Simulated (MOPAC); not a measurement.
MOPAC input (PM3):

```
PM3 PRECISE GNORM=0.05 LET XYZ CHARGE=-1 GEO-OK AUX(PRECISION=9) THREADS=1
BF2

B     0.31842600 1   -0.56037100 1   -0.14305900 1
F     0.23682600 1    0.07215500 1    1.09084100 1
F    -0.41372900 1    0.23916200 1   -1.01136400 1
```

From the output:

```
                                                       MOPAC v23.2.5 Linux

          FINAL HEAT OF FORMATION =       -189.99034 KCAL/MOL =    -794.91956 KJ/MOL

          COSMO AREA              =         70.98 SQUARE ANGSTROMS
          COSMO VOLUME            =         53.09 CUBIC ANGSTROMS

          GRADIENT NORM           =          0.03086          =       0.01782 PER ATOM
          IONIZATION POTENTIAL    =          3.626722 EV
          HOMO LUMO ENERGIES (EV) =         -3.627 10.850
          NO. OF FILLED LEVELS    =          9
          MOLECULAR WEIGHT        =         48.8068         POINT GROUP:  C2v

          MOLECULAR DIMENSIONS (Angstroms)

            Atom       Atom       Distance
            F     3    F     2     2.14133
            F     2    B     1     0.89076
            B     1    F     3     0.00000

          SCF CALCULATIONS        =         12

   ATOM   CHEMICAL          X               Y               Z
  NUMBER   SYMBOL      (ANGSTROMS)     (ANGSTROMS)     (ANGSTROMS)

     1       B          0.33494734  *  -0.58943854  *  -0.15046444  *
     2       F          0.22093431  *   0.08559374  *   1.06240640  *
     3       F         -0.41029965  *   0.24764942  *  -0.97734335  *

                             CARTESIAN COORDINATES

   1    B        0.334947338    -0.589438536    -0.150464439
   2    F        0.220934314     0.085593742     1.062406400
   3    F       -0.410299653     0.247649416    -0.977343346

           Empirical Formula: B F2  =     3 atoms

      MOLECULAR POINT GROUP   :   C2v

                  EIGENVALUES
 -18.08082 -14.68956 -11.22740 -10.02815  -9.81411  -9.40139  -8.28965  -7.63915
  -3.62672  10.84985  13.50251  14.38531

              NET ATOMIC CHARGES AND DIPOLE CONTRIBUTIONS

  ATOM NO.   TYPE          CHARGE      No. of ELECS.   s-Pop       p-Pop
    1          B          -0.263868        3.2639     1.72064     1.54323
    2          F          -0.368050        7.3681     1.70404     5.66401
    3          F          -0.368082        7.3681     1.70406     5.66402
 DIPOLE           X         Y         Z       TOTAL
 POINT-CHG.    -0.087     0.154     0.039     0.181
 HYBRID        -1.181     2.079     0.531     2.449
 SUM           -1.269     2.233     0.570     2.631

          ATOMIC ORBITAL ELECTRON POPULATIONS

     Atom    s        px        py        pz
    1  B   1.72064   0.37061   0.66467   0.50795
    2  F   1.70404   1.92288   1.91118   1.82994
    3  F   1.70406   1.87621   1.89010   1.89772

 **********************
 *                    *
 * JOB ENDED NORMALLY *
 *                    *
 **********************

 == MOPAC DONE ==
```

The dipole moment of an ion depends on the origin.

The geometry given is a B3LYP-D3(BJ)/def2-TZVP minimum.
